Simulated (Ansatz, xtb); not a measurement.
# Relative energy of two isomers of C2H6F3GeN

Structure I: `[CH3][Ge@H]([NH2])[C](F)(F)F`, a singlet. Structure II: `FC(F)(F)C[NH][GeH3]`, a singlet. Both are isolated molecules in the gas phase, relaxed with r2SCAN-D4/def2-SVP; the shapes shown needn't be the lowest conformers.

I (Å):

```xyz
13

C    -2.3223   -1.5544    0.2985
C    -2.3109    1.2437   -1.1440
F    -2.1367    1.8607    0.0505
F    -3.6440    1.1862   -1.3634
F    -1.7898    2.0616   -2.0845
Ge   -1.4688   -0.5749   -1.1387
N     0.3329   -0.4973   -0.8291
H    -2.1376   -1.0453    1.2567
H    -3.4092   -1.6022    0.1368
H    -1.9229   -2.5771    0.3576
H    -1.6810   -1.1574   -2.5419
H     0.8703   -0.0141   -1.5468
H     0.5890   -0.1091    0.0774
```

II (Å):

```yaml
atoms:
  - { symbol: C, position_ang: [1.4269, -1.7734, 1.4283] }
  - { symbol: C, position_ang: [1.5370, -0.5043, 0.6080] }
  - { symbol: F, position_ang: [0.1808, -2.2593, 1.4565] }
  - { symbol: F, position_ang: [1.8026, -1.5492, 2.7048] }
  - { symbol: F, position_ang: [2.2306, -2.7318, 0.9329] }
  - { symbol: Ge, position_ang: [0.0296, 1.8971, 0.1658] }
  - { symbol: N, position_ang: [0.7484, 0.5486, 1.1894] }
  - { symbol: H, position_ang: [1.1670, -0.7499, -0.4015] }
  - { symbol: H, position_ang: [2.6230, -0.2906, 0.5096] }
  - { symbol: H, position_ang: [1.0974, 0.8286, 2.1036] }
  - { symbol: H, position_ang: [1.0960, 2.7858, -0.5161] }
  - { symbol: H, position_ang: [-0.8220, 2.7448, 1.1158] }
  - { symbol: H, position_ang: [-0.8164, 1.2151, -0.9175] }
```

Estimate E(II) − E(I) at the level CCSD(T)/def2-SVP + ΔMP2/def2-TZVPP.

Calculated at CCSD(T)/def2-SVP + ΔMP2/def2-TZVPP: E(II) − E(I) = +59.0 kJ/mol, so structure I lies lower.

Level by level:

| level | geometry | E(II) − E(I) (kJ/mol) | departure from the last row (kJ/mol) | job, with rough time for the two |
| --- | --- | --- | --- | --- |
| GFN2-xTB | GFN2-xTB | −1.7 | −60.7 | optimisation, 0.47 s |
| HF/STO-3G | GFN2-xTB | +41.0 | −18.0 | single point, 1 s |
| r2SCAN-D4/def2-SVP//GFN2-xTB | GFN2-xTB | +39.0 | −20.0 | single point, 5.1 s |
| r2SCAN-D4/def2-SVP | r2SCAN-D4/def2-SVP | +37.3 | −21.7 | optimisation, 80 s |
| HF/def2-SVP | r2SCAN-D4/def2-SVP | +16.1 | −42.9 | part of the CCSD(T) run |
| MP2/def2-SVP | r2SCAN-D4/def2-SVP | +30.5 | −28.6 | part of the CCSD(T) run |
| CCSD(T)/def2-SVP | r2SCAN-D4/def2-SVP | +23.0 | −36.0 | single point |
| CCSD(T)/def2-SVP + ΔMP2/def2-TZVPP | r2SCAN-D4/def2-SVP | +59.0 |  | single point, 3 min |

As drawn, II has 1 C–C, 1 C–N, 2 Ge–H in place of 2 C–Ge, 1 C–H, 1 N–H.

GFN2-xTB finds them nearly level. The largest departure from CCSD(T)/def2-SVP + ΔMP2/def2-TZVPP is that of GFN2-xTB, 60.7 kJ/mol. The last row adds to CCSD(T) the change of the MP2 difference between the two basis sets, here +36.0 kJ/mol, a large step that makes the value less sure.

With thermal terms from frequencies at re-optimised GFN2-xTB minima (ideal gas, soft modes damped towards free rotors, one conformer each, 298.15 K, 1 atm): the zero-point term adds −1.9 kJ/mol; ΔH is +52.1 and ΔG +63.4 kJ/mol.

The correlated steps freeze 15 core orbitals; the filled d shell of Ge is correlated, in a basis made for valence electrons. Mirror images aren't counted in ΔG. Programs: Ansatz 0.2.0, xtb 6.7.1; the last row on 2 threads of Intel(R) Xeon(R) Processor @ 2.70GHz on a shared host.
